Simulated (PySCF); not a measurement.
3,3-difluoro-2-methylprop-1-ene (C4H6F2), SMILES C=C(C)C(F)F.

The structure is a stationary point at PBE0-D3(BJ)/def2-SVP. Other conformers were not sampled.

Method: TDA-PBE0/def2-SVPD (PySCF 2.14.0).

Vertical excitations. Isolated molecule, no solvent.

### Question
List the lowest excited states. (Estimate from the structure and the level; the computed values follow.)

### Answer

```
state  energy (eV)  λ (nm)      f                                                           main pairs
-----  -----------  ------  -----  -------------------------------------------------------------------
S1            7.32     169  0.119                                     HOMO→LUMO+1 65 %, HOMO→LUMO 31 %
S2            7.63     162  0.038                                                     HOMO−1→LUMO 84 %
S3            7.80     159  0.346  HOMO→LUMO 51 %, HOMO→LUMO+1 22 %, HOMO−1→LUMO 11 %, HOMO→LUMO+3 9 %
S4            8.18     152  0.027                                                     HOMO→LUMO+2 97 %
S5            8.41     147  0.053                                                     HOMO→LUMO+3 83 %
S6            8.57     145  0.005                                                     HOMO−2→LUMO 91 %
S7            8.91     139  0.006                                   HOMO→LUMO+4 74 %, HOMO→LUMO+5 19 %
S8            9.14     136  0.059                                   HOMO→LUMO+5 70 %, HOMO→LUMO+4 21 %
S9            9.19     135  0.028                                                   HOMO−1→LUMO+1 91 %
S10           9.41     132  0.012                                                     HOMO→LUMO+6 92 %
T1            4.25     292      0                                                       HOMO→LUMO 94 %
T2            7.17     173      0                                                     HOMO−1→LUMO 94 %
T3            7.26     171      0                                                     HOMO→LUMO+1 94 %
T4            8.05     154      0                                   HOMO→LUMO+2 70 %, HOMO−2→LUMO 18 %
```
Triplets are in the Tamm–Dancoff approximation.
